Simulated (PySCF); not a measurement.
These are PBE-D3(BJ)/def2-TZVP // CAM-B3LYP-D3(BJ)/def2-TZVP (PySCF) values and carry that method's errors. Gas-phase values, no solvent. One relaxed conformer stands for a flexible species; it need not be the lowest. 

Reference species (SMILES): `[F][Ga]([F])[SH]` (F–Ga–S–H torsion 0°) (neutral, multiplicity 1).

| Quantity | Result |
|---|---|
| HOMO | -7.34 eV |
| HOMO–LUMO gap | 4.75 eV |
| S1 oscillator strength | 0.018 |
| LUMO | -2.60 eV |

Changed species: `[F][Ga]([F])[F]` (0 of 3 F replaced by SH; the reference has 1 of 3 F replaced by SH).

Predict the effect on the HOMO, HOMO–LUMO gap, S1 oscillator strength and LUMO.

the HOMO falls by 2.32 eV, to -9.66 eV; the HOMO–LUMO gap increases by 1.56 eV, to 6.31 eV; the S1 oscillator strength falls by 0.018, to 0.000; the LUMO drops by 0.75 eV, to -3.35 eV.
